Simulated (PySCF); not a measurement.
HF5OSi2, SMILES F[Si](O[SiH](F)F)(F)F at its CAM-B3LYP/def2-SVP optimised geometry (Å):

```
9

Si     1.3953     0.0460    -0.2479
F      1.7443     1.1935     0.8082
F      1.4943     0.6949    -1.7059
O     -0.1422    -0.4413     0.0000
Si    -1.7536    -0.4413     0.0000
F     -2.2924    -1.1920     1.2909
F     -2.3246     1.0407     0.0000
F     -2.3059    -1.1935    -1.2849
H      2.3246    -1.0741    -0.1154
```

Calculation: CAM-B3LYP/def2-TZVP run with PySCF 2.14.0. Cells within 0.4 Å of a nucleus heavier than hydrogen are left out (blank, or x).

Map of the Laplacian of the electron density (e/bohr⁵) on the plane z = 1.0 Å:

```
|33333333333333333333333333333|
|33333333333333333333333333333|
|33333333333333333333333333333|
|33333333333333333333333333333|
|33333333333333333333333333333|
|33333333333333333333333333333|
|33333333333333333333333333333|
|33333333333333333344443333333|
|33333333333333333457654333333|
|33333344433333334597884433333|
|3333344444333333468xx95433333|
|3333344444333333469xx95433333|
|33333444443333334479964333333|
|33333344443334444445544333333|
|33333444444444444444443333333|
|33334445444444444333333333333|
|33334587644444444333333333333|
|3333485x664444443333333333333|
|3333480x674433333333333333333|
|33334698954333333333333333333|
|33334456544333333333333333333|
|33333444433333333333333333333|
|33333333333333333333333333333|
|33333333333333333333333333333|
|33333333333333333333333333333|
|33333333333333333333333333333|
|33333333333333333333333333333|
|33333333333333333333333333333|
|33333333333333333333333333333|
```
Scale: ten equal steps from -0.710 (start of '0') to 1.17 (end of '9'), in the order '0123456789'; x runs from -4.50 to 4.50, y from -4.50 (bottom) to 4.50 (top).
